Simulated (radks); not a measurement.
The numbers below are computed, except where a source is named.
Species: Pd3+. Configuration: [Kr] 4d7. Level of theory: scalar-relativistic Kohn-Sham, r2SCAN, spin-polarised, spherical densities, finite nucleus; open shells are filled with parallel spins first (spin-orbit coupling, left out, can overturn this in heavy ions); meta-GGA in the generalised Kohn-Sham scheme; Fermi nuclear charge, rms radius 4.5318 fm (a radial shooting solver on a logarithmic mesh with Libxc functionals).

Local quantities along the radius. ELF = 1/(1 + alpha^2) is the electron localisation function; alpha = (tau - tau_W)/tau_unif compares the Pauli kinetic energy density with that of the uniform gas (summed over spins). tau is taken from the large components.

```
   r/bohr * ELF (the largest magnitude, 0.999, reaches the edge; | marks zero)
 0.002114 |                                                      *
 0.002403 |                                                      *
 0.002753 |                                                      *
 0.003129 |                                                      *
 0.003585 |                                                      *
 0.004074 |                                                      *
 0.004668 |                                                      *
 0.005305 |                                                      *
 0.006078 |                                                      *
 0.006908 |                                                      *
 0.007914 |                                                      *
 0.008995 |                                                      *
  0.01031 |                                                      *
  0.01171 |                                                      *
  0.01342 |                                                      *
  0.01525 |                                                     *
  0.01747 |                                                     *
  0.02002 |                                                    *
  0.02275 |                                                 *
  0.02607 |                                             *
  0.02963 |                                       *
  0.03394 |                              *
  0.03858 |                      *
   0.0442 |                 *
  0.05023 |                *
  0.05755 |                   *
  0.06541 |                          *
  0.07494 |                                 *
  0.08517 |                                      *
  0.09758 |                                         *
   0.1109 |                                        *
   0.1271 |                                    *
   0.1444 |                            *
   0.1654 |                   *
    0.188 |               *
   0.2154 |                   *
   0.2448 |                           *
   0.2805 |                                    *
   0.3214 |                                         *
   0.3653 |                                         *
   0.4185 |                                     *
   0.4756 |                           *
   0.5449 |             *
   0.6193 |         *
   0.7096 |                *
   0.8064 |                               *
   0.9239 |                                        *
     1.05 |                                         *
    1.203 |                                       *
    1.367 |                                  *
    1.567 |                          *
     1.78 |                 *
     2.04 |         *
    2.318 |    *
    2.656 | *
    3.019 |*
    3.459 *
    3.931 *
    4.504 *
```

On this mesh the ELF has minima near r = 0.050, 0.19, 0.62 bohr, which separate the shells, and maxima near 0.098 (0.76), 0.37 (0.77), 1.1 (0.77).
